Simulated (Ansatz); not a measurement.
Born–Oppenheimer molecular dynamics of CH$_{6}$BNOSi (11 atoms, charge 0, multiplicity 1). It starts from a relaxed structure.

Method: RKS PBE/6-31G in Ansatz.

```json
{
  "ensemble": "NVT, Nosé–Hoover chain",
  "time step": "2 fs",
  "steps asked": "40",
  "set temperature": "300 K",
  "thermostat": "time constant 300 fs, chain length 1",
  "seed": "793343"
}
```

First frame:

```xyz
11
Properties=species:S:1:pos:R:3
B -1.240 -0.086 1.820
Si -0.026 -0.941 0.448
C 0.657 0.280 -0.877
N 1.903 0.605 -0.921
O -0.399 0.732 -1.699
H -1.621 -0.739 2.759
H -1.620 1.053 1.728
H -0.844 -1.997 -0.282
H 1.156 -1.641 1.081
H 2.178 1.289 -1.659
H -0.078 1.387 -2.378
```

(1) How far do the bonds stretch over the last three quarters of this one trajectory? (Pairs bonded in most of those frames.)

Results:

(1) 
```csv
bond,mean (Å),spread (Å),shortest,longest
B1–Si2,2.027,0.017,2.00,2.06
B1–H6,1.208,0.019,1.19,1.24
B1–H7,1.206,0.019,1.18,1.23
Si2–C3,1.943,0.037,1.87,2.00
Si2–H8,1.528,0.005,1.52,1.53
Si2–H9,1.516,0.004,1.51,1.52
C3–N4,1.291,0.022,1.25,1.32
C3–O5,1.410,0.009,1.39,1.43
N4–H10,1.046,0.035,0.99,1.10
O5–H11,0.999,0.024,0.96,1.03
```

Mean temperature of the second half: 137 K. The conserved energy stayed within 3.4 meV per atom of its start (net change 1.8 meV per atom), so there is no drift, though single steps change it by up to 37 meV in the whole system, a sign of fast motions only just resolved. The mean temperature of the second half is 54 % below the set value. A step of 2 fs is long for free X–H stretches (periods near 10 fs) and can bias their spread and the temperature. A run of 0.08 ps of so small a system gives no equilibrium averages. Limits of this set-up: no polarisation functions.

The run took 81 s on 2 threads of Arm Neoverse N1, on a shared host, peak memory 0.1 GiB.
